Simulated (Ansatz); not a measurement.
Abridged output of a molecular run in Ansatz:

```
Functional definition: HF
1228 factors; integrals over basis functions are off by at most 1.6e-3 eV
mean field evaluation 1: about -68009.2680 eV, gradient 3.0e1 eV
mean field evaluation 2: about -68009.3408 eV, gradient 3.0e1 eV
mean field evaluation 4: about -68012.1182 eV, gradient 3.7e0 eV
mean field evaluation 8: about -68012.1585 eV, gradient 4.0e-4 eV
mean field -68012.15852362 eV, -2499.4007254463 hartree, gradient 2.9e-6 eV, S^2 0.000000; 0 other end points of the search recorded, 0 dependent functions left out
17 core orbitals not correlated: weight in the atoms' cores, before any rotation towards them, 1.000 or more for the frozen orbitals, at most 0.000 for the correlated occupied ones
reference -68012.15852362 eV, -2499.4007254463 hartree; 19, 19 occupied and 86, 86 virtual orbitals, 1228 factors
second order -20.48085714 eV of doubles, -0.00000000 eV of singles
cycle   1  -20.86997526 eV  change   -3.9e-1 eV  update   1.1e-1
cycle   2  -21.49059038 eV  change   -6.2e-1 eV  update   3.4e-2
cycle   3  -21.60529716 eV  change   -1.1e-1 eV  update   1.6e-2
cycle   4  -21.60403211 eV  change    1.3e-3 eV  update   4.3e-3
cycle   5  -21.60362315 eV  change    4.1e-4 eV  update   1.5e-3
cycle   6  -21.60358788 eV  change    3.5e-5 eV  update   4.9e-4
cycle   7  -21.60357281 eV  change    1.5e-5 eV  update   1.7e-4
cycle   8  -21.60358220 eV  change   -9.4e-6 eV  update   6.7e-5
cycle   9  -21.60358902 eV  change   -6.8e-6 eV  update   2.4e-5
perturbative correction -0.71484429 eV, -0.0262700431 hartree
Total energy: -68034.47695693 eV, -2500.2209127426 hartree
```

Its atoms:

Cartesian coordinates in Å:
```
C -1.105 1.021 0.835
C 0.121 0.500 0.876
C 0.496 -0.870 0.429
Ga 0.750 -0.534 -1.497
Cl -0.908 -1.158 -2.730
H -1.960 0.438 0.506
H -1.290 2.042 1.142
H 0.940 1.136 1.206
H -0.316 -1.588 0.547
H 1.397 -1.239 0.917
H 1.876 0.253 -2.233
```

Q: Which basis set was used?
A. def2-SVP
B. cc-pV(Q+d)Z
C. cc-pV(T+d)Z
D. def2-TZVPP

A: A. It gives 122 functions.

Q: Write the keys of the input that set method, charge and spin (a neutral closed shell needs none for the last two).

A: 
```yaml
correlation: {method: ccsd_t}
```
